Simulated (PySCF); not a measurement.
## Stationary points of AsF₂⁺

Method: PBE0 in PySCF with As def2-TZVP, F def2-TZVP; no relativity; density-fitted integrals.

Relaxations began from a few typed shapes. The search is not exhaustive: other isomers or separated fragments can lie lower, and high-lying points may rest on an excited occupation.

```
   spin  group              bonds         angles  imaginary modes (cm⁻¹)  ΔE (kJ/mol)  ΔE with ZPE (kJ/mol)
singlet    C2v  As–F 1.656 Å (×2)   F–As–F 98.4°                    none          0.0                   0.0
singlet    D∞h  As–F 1.721 Å (×2)  F–As–F 180.0°              315i, 315i        232.9                     –
```

The lowest minimum found is the singlet C2v: As–F 1.656 Å (×2); F–As–F 98.4°.

Counting electrons, arsenic keeps 2 of its valence electrons outside its bonds, so the VSEPR class is AX2E1 and the expected shape is bent (C2v), as computed.
